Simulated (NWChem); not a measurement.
Species: MgHSeF; SMILES [F][Mg][SeH]

```xyz
4

Mg     0.0138    -1.2282     0.0000
F      0.0154    -2.9859     0.0000
Se     0.0335     1.1888     0.0000
H     -1.4416     1.1927     0.0000
```
Atoms are numbered in this order, from 1.

Program: NWChem. Coordinates come from a PBE0/def2-SVP optimisation.

Q: Estimate the computed values for B3LYP/def2-SVP. Quantities: highest occupied level (eV); orbital gap (eV); dipole (D).

A: 
```json
{
 "highest occupied level (eV)": "-6.76",
 "orbital gap (eV)": "4.89",
 "dipole (D)": "1.08"
}
```
